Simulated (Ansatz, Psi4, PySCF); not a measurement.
FNa, charge -1, doublet, at the geometry of the source list (a state made from the parent by changing its charge; the spin is typed, not shown lowest) (in this run its highest filled SCF level lies above zero, so its values depend strongly on the basis, on diffuse functions most of all). Base run: PySCF with PBE0/6-31G*.

The PySCF input:
```python
from pyscf import gto, scf, dft

mol = gto.Mole()
mol.atom = '''
    Na   -0.468200   -0.386100   -0.632500
    F     0.468200    0.386100    0.632500
'''
mol.basis = '6-31g*'
mol.charge = -1
mol.spin = 1
mol.verbose = 4
mol.build()

mf = dft.UKS(mol)
mf.xc = 'pbe0'
mf.kernel()
```

The same geometry, method and basis name were run in Ansatz (a quantum-chemistry and plane-wave program) and Psi4 and PySCF, at each program's defaults and at the settings that a row names. The base is PySCF at its defaults. Differences at the defaults can come from grids, fitting, cores and function types together.

```json
[
 {"code and settings": "PySCF, defaults (exact integrals, its default grid, spherical functions)", "ΔE vs base (µEh)": "0.0", "basis functions": "32", "E (Eh)": "-261.95029", "SCF cycles": "10"},
 {"code and settings": "Psi4, defaults (density fitting with its default set, its default grid, Cartesian functions)", "ΔE vs base (µEh)": "-1402", "basis functions": "34", "E (Eh)": "-261.95169", "SCF cycles": "10"},
 {"code and settings": "Ansatz, defaults (factorised integrals, its default grid, Cartesian functions)", "ΔE vs base (µEh)": "-1420", "basis functions": "34", "E (Eh)": "-261.95171", "SCF cycles": "-"},
 {"code and settings": "PySCF, density fitting with def2-universal-jkfit", "ΔE vs base (µEh)": "-21.4", "basis functions": "32", "E (Eh)": "-261.95031", "SCF cycles": "10"},
 {"code and settings": "PySCF, fine grid", "ΔE vs base (µEh)": "-6.7", "basis functions": "32", "E (Eh)": "-261.95029", "SCF cycles": "10"},
 {"code and settings": "Psi4, exact integrals, spherical functions, fine grid", "ΔE vs base (µEh)": "-8.5", "basis functions": "32", "E (Eh)": "-261.95029", "SCF cycles": "12"},
 {"code and settings": "Ansatz, high accuracy, Cartesian functions as the basis file defines them", "ΔE vs base (µEh)": "-1419", "basis functions": "34", "E (Eh)": "-261.95171", "SCF cycles": "-"}
]
```

Open shells are given as the SCF converged; they aren't shown to be the lowest states, and a large step between rows can be another state.
